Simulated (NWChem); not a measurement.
Molecule: NbH2SO2Cl; SMILES [OH][Nb]([Cl])(=[S])[OH]

```xyz
7

Nb    -0.2373     0.0793     0.0000
S      1.3501     1.5143     0.0000
Cl     0.6617    -2.0442     0.0000
O     -1.2903     0.3403    -1.5207
H     -1.2388     0.9120    -2.2939
O     -1.2903     0.3403     1.5207
H     -1.2388     0.9120     2.2939
```
Atoms are numbered in this order, from 1.

Results from NWChem. Medium grid unless said otherwise, to which SCAN and Minnesota functionals are sensitive. The geometry was optimised at PBE0/def2-SVP. No frequency run checked for a minimum. def2 effective core potentials on Nb; no spin-orbit coupling.

Task: Order these by “highest occupied level (eV)”, lowest first: B97-2/def2-SVP; PBE/def2-SVP; r2SCAN/def2-SVP; MPW1K/def2-SVP; MN15/def2-SVP.

Result: MPW1K/def2-SVP (-8.82), MN15/def2-SVP (-8.44), B97-2/def2-SVP (-7.67), r2SCAN/def2-SVP (-7.01), PBE/def2-SVP (-6.64)
